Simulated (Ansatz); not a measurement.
Harmonic vibrations of H7N2OSiY (`[NH2][Y]([NH2])[O][SiH3]`) by finite differences.

```yaml
crystal:
  periodic: [false, false, false]
  atoms:
    - {symbol: N, position_ang: [0.519772, 1.978593, 1.774957]}
    - {symbol: Y, position_ang: [-0.460635, 0.560439, 0.497885]}
    - {symbol: N, position_ang: [-2.605620, 0.550198, 0.454782]}
    - {symbol: O, position_ang: [0.630664, -0.757717, -0.662580]}
    - {symbol: Si, position_ang: [1.477309, -1.791454, -1.578733]}
    - {symbol: H, position_ang: [1.516630, 2.106462, 1.903187]}
    - {symbol: H, position_ang: [0.071477, 2.661155, 2.375607]}
    - {symbol: H, position_ang: [-3.224407, 1.155055, 0.982833]}
    - {symbol: H, position_ang: [-3.206831, -0.054042, -0.092963]}
    - {symbol: H, position_ang: [0.606045, -2.871488, -2.127781]}
    - {symbol: H, position_ang: [2.564293, -2.445546, -0.793006]}
    - {symbol: H, position_ang: [2.111293, -1.091655, -2.734188]}
basis:
  gaussian: {orbitals: def2-TZVP}
hamiltonian: {xc: pbe0, dispersion: d4}
phonons: {temperatures: {t_min: 298.15, t_max: 900, t_step: 200}}
```

```sh
$ ansatz run in.yaml --threads 4 --pin off --events-out ev --progress --plain --max-ram 11315MiB
```

Shortened log:

```
Functional definition: PBE0
mean field -14059.46962312 eV, -516.6759787989 hartree, gradient 1.4e-5 eV, S^2 0.000000; 0 other end points of the search recorded, 0 dependent functions left out
mean field -14059.46946901 eV, -516.6759731354 hartree, gradient 1.7e-6 eV, S^2 0.000000; 0 other end points of the search recorded, 0 dependent functions left out
mean field -14059.46942761 eV, -516.6759716139 hartree, gradient 1.3e-6 eV, S^2 0.000000; 0 other end points of the search recorded, 0 dependent functions left out
mean field -14059.46955866 eV, -516.6759764300 hartree, gradient 3.0e-6 eV, S^2 0.000000; 0 other end points of the search recorded, 0 dependent functions left out
mean field -14059.46949698 eV, -516.6759741633 hartree, gradient 2.9e-6 eV, S^2 0.000000; 0 other end points of the search recorded, 0 dependent functions left out
mean field -14059.46957364 eV, -516.6759769805 hartree, gradient 1.7e-6 eV, S^2 0.000000; 0 other end points of the search recorded, 0 dependent functions left out
mean field -14059.46951813 eV, -516.6759749407 hartree, gradient 6.5e-7 eV, S^2 0.000000; 0 other end points of the search recorded, 0 dependent functions left out
mean field -14059.46953926 eV, -516.6759757171 hartree, gradient 3.0e-6 eV, S^2 0.000000; 0 other end points of the search recorded, 0 dependent functions left out
mean field -14059.46954113 eV, -516.6759757858 hartree, gradient 2.9e-6 eV, S^2 0.000000; 0 other end points of the search recorded, 0 dependent functions left out
mean field -14059.46957487 eV, -516.6759770257 hartree, gradient 2.9e-6 eV, S^2 0.000000; 0 other end points of the search recorded, 0 dependent functions left out
mean field -14059.46957222 eV, -516.6759769283 hartree, gradient 8.5e-7 eV, S^2 0.000000; 0 other end points of the search recorded, 0 dependent functions left out
mean field -14059.46958346 eV, -516.6759773415 hartree, gradient 2.9e-6 eV, S^2 0.000000; 0 other end points of the search recorded, 0 dependent functions left out
mean field -14059.46958261 eV, -516.6759773103 hartree, gradient 8.7e-7 eV, S^2 0.000000; 0 other end points of the search recorded, 0 dependent functions left out
mean field -14059.46941610 eV, -516.6759711909 hartree, gradient 2.9e-6 eV, S^2 0.000000; 0 other end points of the search recorded, 0 dependent functions left out
mean field -14059.46950854 eV, -516.6759745880 hartree, gradient 3.0e-6 eV, S^2 0.000000; 0 other end points of the search recorded, 0 dependent functions left out
mean field -14059.46952014 eV, -516.6759750145 hartree, gradient 1.9e-6 eV, S^2 0.000000; 0 other end points of the search recorded, 0 dependent functions left out
mean field -14059.46952004 eV, -516.6759750107 hartree, gradient 2.2e-6 eV, S^2 0.000000; 0 other end points of the search recorded, 0 dependent functions left out
mean field -14059.46953867 eV, -516.6759756955 hartree, gradient 2.0e-6 eV, S^2 0.000000; 0 other end points of the search recorded, 0 dependent functions left out
mean field -14059.46954051 eV, -516.6759757630 hartree, gradient 2.2e-6 eV, S^2 0.000000; 0 other end points of the search recorded, 0 dependent functions left out
mean field -14059.46959124 eV, -516.6759776273 hartree, gradient 1.2e-6 eV, S^2 0.000000; 0 other end points of the search recorded, 0 dependent functions left out
mean field -14059.46955766 eV, -516.6759763933 hartree, gradient 1.3e-6 eV, S^2 0.000000; 0 other end points of the search recorded, 0 dependent functions left out
mean field -14059.46953485 eV, -516.6759755549 hartree, gradient 1.5e-6 eV, S^2 0.000000; 0 other end points of the search recorded, 0 dependent functions left out
mean field -14059.46957738 eV, -516.6759771178 hartree, gradient 1.6e-6 eV, S^2 0.000000; 0 other end points of the search recorded, 0 dependent functions left out
mean field -14059.46954925 eV, -516.6759760843 hartree, gradient 1.4e-6 eV, S^2 0.000000; 0 other end points of the search recorded, 0 dependent functions left out
mean field -14059.46958786 eV, -516.6759775031 hartree, gradient 1.5e-6 eV, S^2 0.000000; 0 other end points of the search recorded, 0 dependent functions left out
mean field -14059.46952104 eV, -516.6759750476 hartree, gradient 2.7e-6 eV, S^2 0.000000; 0 other end points of the search recorded, 0 dependent functions left out
mean field -14059.46951299 eV, -516.6759747517 hartree, gradient 2.9e-6 eV, S^2 0.000000; 0 other end points of the search recorded, 0 dependent functions left out
mean field -14059.46950655 eV, -516.6759745151 hartree, gradient 1.1e-6 eV, S^2 0.000000; 0 other end points of the search recorded, 0 dependent functions left out
mean field -14059.46951512 eV, -516.6759748299 hartree, gradient 2.9e-6 eV, S^2 0.000000; 0 other end points of the search recorded, 0 dependent functions left out
mean field -14059.46951153 eV, -516.6759746981 hartree, gradient 9.8e-7 eV, S^2 0.000000; 0 other end points of the search recorded, 0 dependent functions left out
mean field -14059.46951793 eV, -516.6759749330 hartree, gradient 2.8e-6 eV, S^2 0.000000; 0 other end points of the search recorded, 0 dependent functions left out
mean field -14059.46949399 eV, -516.6759740535 hartree, gradient 2.0e-6 eV, S^2 0.000000; 0 other end points of the search recorded, 0 dependent functions left out
mean field -14059.46948104 eV, -516.6759735774 hartree, gradient 2.3e-6 eV, S^2 0.000000; 0 other end points of the search recorded, 0 dependent functions left out
mean field -14059.46961273 eV, -516.6759784169 hartree, gradient 2.3e-6 eV, S^2 0.000000; 0 other end points of the search recorded, 0 dependent functions left out
[...]
mean field -14059.46957546 eV, -516.6759770476 hartree, gradient 2.7e-6 eV, S^2 0.000000; 0 other end points of the search recorded, 0 dependent functions left out
mean field -14059.46957112 eV, -516.6759768879 hartree, gradient 2.6e-6 eV, S^2 0.000000; 0 other end points of the search recorded, 0 dependent functions left out
mean field -14059.46956344 eV, -516.6759766058 hartree, gradient 2.0e-6 eV, S^2 0.000000; 0 other end points of the search recorded, 0 dependent functions left out
mean field -14059.46956739 eV, -516.6759767509 hartree, gradient 1.8e-6 eV, S^2 0.000000; 0 other end points of the search recorded, 0 dependent functions left out
mean field -14059.46957247 eV, -516.6759769377 hartree, gradient 2.5e-6 eV, S^2 0.000000; 0 other end points of the search recorded, 0 dependent functions left out
mean field -14059.46956563 eV, -516.6759766862 hartree, gradient 2.4e-6 eV, S^2 0.000000; 0 other end points of the search recorded, 0 dependent functions left out
mean field -14059.46958459 eV, -516.6759773829 hartree, gradient 2.5e-6 eV, S^2 0.000000; 0 other end points of the search recorded, 0 dependent functions left out
mean field -14059.46957790 eV, -516.6759771371 hartree, gradient 2.4e-6 eV, S^2 0.000000; 0 other end points of the search recorded, 0 dependent functions left out
mean field -14059.46956459 eV, -516.6759766480 hartree, gradient 2.1e-6 eV, S^2 0.000000; 0 other end points of the search recorded, 0 dependent functions left out
mean field -14059.46957092 eV, -516.6759768806 hartree, gradient 2.1e-6 eV, S^2 0.000000; 0 other end points of the search recorded, 0 dependent functions left out
mean field -14059.46956504 eV, -516.6759766644 hartree, gradient 2.4e-6 eV, S^2 0.000000; 0 other end points of the search recorded, 0 dependent functions left out
mean field -14059.46957260 eV, -516.6759769421 hartree, gradient 2.4e-6 eV, S^2 0.000000; 0 other end points of the search recorded, 0 dependent functions left out
mean field -14059.46957546 eV, -516.6759770473 hartree, gradient 2.5e-6 eV, S^2 0.000000; 0 other end points of the search recorded, 0 dependent functions left out
mean field -14059.46958137 eV, -516.6759772645 hartree, gradient 2.6e-6 eV, S^2 0.000000; 0 other end points of the search recorded, 0 dependent functions left out
mean field -14059.46960254 eV, -516.6759780426 hartree, gradient 2.4e-6 eV, S^2 0.000000; 0 other end points of the search recorded, 0 dependent functions left out
mean field -14059.46959713 eV, -516.6759778436 hartree, gradient 1.3e-6 eV, S^2 0.000000; 0 other end points of the search recorded, 0 dependent functions left out
mean field -14059.46958852 eV, -516.6759775272 hartree, gradient 1.5e-6 eV, S^2 0.000000; 0 other end points of the search recorded, 0 dependent functions left out
mean field -14059.46959524 eV, -516.6759777743 hartree, gradient 8.0e-7 eV, S^2 0.000000; 0 other end points of the search recorded, 0 dependent functions left out
mean field -14059.46960740 eV, -516.6759782213 hartree, gradient 2.0e-6 eV, S^2 0.000000; 0 other end points of the search recorded, 0 dependent functions left out
mean field -14059.46961295 eV, -516.6759784251 hartree, gradient 3.0e-6 eV, S^2 0.000000; 0 other end points of the search recorded, 0 dependent functions left out
mean field -14059.46959398 eV, -516.6759777281 hartree, gradient 7.9e-7 eV, S^2 0.000000; 0 other end points of the search recorded, 0 dependent functions left out
mean field -14059.46958922 eV, -516.6759775531 hartree, gradient 1.6e-6 eV, S^2 0.000000; 0 other end points of the search recorded, 0 dependent functions left out
mean field -14059.46960459 eV, -516.6759781180 hartree, gradient 2.1e-6 eV, S^2 0.000000; 0 other end points of the search recorded, 0 dependent functions left out
mean field -14059.46961027 eV, -516.6759783266 hartree, gradient 6.6e-7 eV, S^2 0.000000; 0 other end points of the search recorded, 0 dependent functions left out
mean field -14059.46960042 eV, -516.6759779646 hartree, gradient 2.1e-6 eV, S^2 0.000000; 0 other end points of the search recorded, 0 dependent functions left out
mean field -14059.46960526 eV, -516.6759781424 hartree, gradient 2.6e-6 eV, S^2 0.000000; 0 other end points of the search recorded, 0 dependent functions left out
mean field -14059.46961060 eV, -516.6759783387 hartree, gradient 2.8e-6 eV, S^2 0.000000; 0 other end points of the search recorded, 0 dependent functions left out
mean field -14059.46960560 eV, -516.6759781550 hartree, gradient 1.6e-6 eV, S^2 0.000000; 0 other end points of the search recorded, 0 dependent functions left out
mean field -14059.46960278 eV, -516.6759780514 hartree, gradient 2.1e-6 eV, S^2 0.000000; 0 other end points of the search recorded, 0 dependent functions left out
mean field -14059.46960813 eV, -516.6759782478 hartree, gradient 2.5e-6 eV, S^2 0.000000; 0 other end points of the search recorded, 0 dependent functions left out
mean field -14059.46958567 eV, -516.6759774228 hartree, gradient 1.9e-6 eV, S^2 0.000000; 0 other end points of the search recorded, 0 dependent functions left out
mean field -14059.46959098 eV, -516.6759776177 hartree, gradient 8.4e-7 eV, S^2 0.000000; 0 other end points of the search recorded, 0 dependent functions left out
WARN: phonons: 3 modes above zero are rigid motions of the cell's bodies and no vibrations: the zero-point energy, free energy, entropy and heat capacity leave them out. With what each would have added to F at 898 K, by the weight of its row in the mesh: 0.64 cm⁻¹ (-0.532 eV; rigid weight 0.999, of which rotation 0.986), 0.75 cm⁻¹ (-0.521 eV; rigid weight 1.000, of which rotation 0.993), 2.24 cm⁻¹ (-0.436 eV; rigid weight 0.594, of which rotation 0.594). A body is a set of atoms that hang together within twice the van der Waals contact; here: 12 atoms, out of reach of every periodic image. What nothing holds moves and turns at no cost, which is at zero frequency: what stands here is left by the forces on the atoms, the periodic images, the SCF threshold and the grid, and changes its size and its sign with the last two. The forces' share comes down as the geometry is relaxed further. The table is the vibrational part alone. If the cell is meant as a crystal, declare phonons.rigid_motions: translations: the three translations of the whole cell alone are then left out. The least rigid weight left out is 0.59433 and the largest kept is 0.40740. The rigid motions are mixed with soft vibrations: those modes' frequencies are not settled, nor the sums by as much as one such mode adds.
WARN: phonons: modes at or below zero, which the zero-point energy, F, S and C_V leave out: 1, the lowest at -2.32 cm⁻¹. A minimum has none, and a first-order saddle one
Total energy: -14059.65490218 eV, -516.6827876788 hartree
Atom 0 at     0.519772     1.978593     1.774957 Å, force     0.000246    -0.000172    -0.000206 eV/Å
Atom 1 at    -0.460635     0.560439     0.497885 Å, force    -0.000479     0.000623     0.000261 eV/Å
Atom 2 at    -2.605620     0.550198     0.454782 Å, force     0.000362    -0.000135    -0.000234 eV/Å
Atom 3 at     0.630664    -0.757717    -0.662580 Å, force    -0.000138    -0.000301    -0.000526 eV/Å
Atom 4 at     1.477309    -1.791454    -1.578733 Å, force     0.000333    -0.000147     0.000101 eV/Å
Atom 5 at     1.516630     2.106462     1.903187 Å, force    -0.000088    -0.000168     0.000152 eV/Å
Atom 6 at     0.071477     2.661155     2.375607 Å, force     0.000123     0.000042    -0.000077 eV/Å
Atom 7 at    -3.224407     1.155055     0.982833 Å, force    -0.000088    -0.000120     0.000044 eV/Å
Atom 8 at    -3.206831    -0.054042    -0.092963 Å, force    -0.000136     0.000058     0.000220 eV/Å
Atom 9 at     0.606045    -2.871488    -2.127781 Å, force     0.000129     0.000091     0.000052 eV/Å
Atom 10 at     2.564293    -2.445546    -0.793006 Å, force    -0.000196     0.000217    -0.000023 eV/Å
Atom 11 at     2.111293    -1.091655    -2.734188 Å, force    -0.000067     0.000012     0.000235 eV/Å
Dipole moment:    -0.241267     0.290372     0.257784 e Å
Vibrations: -2.32 42.24 47.26 102.78 115.97 133.30 300.07 318.56 345.40 374.99 450.47 521.63 530.87 558.56 571.12 732.38 734.91 955.68 957.80 992.73 1024.83 1551.46 1556.20 2184.17 2184.92 2196.71 3529.39 3530.49 3612.97 3613.23 cm⁻¹, zero-point energy 2.093541 eV
```

Run time 71 s (4 threads of an AMD EPYC 9R45 on a shared host); peak host memory 0.59 GiB.
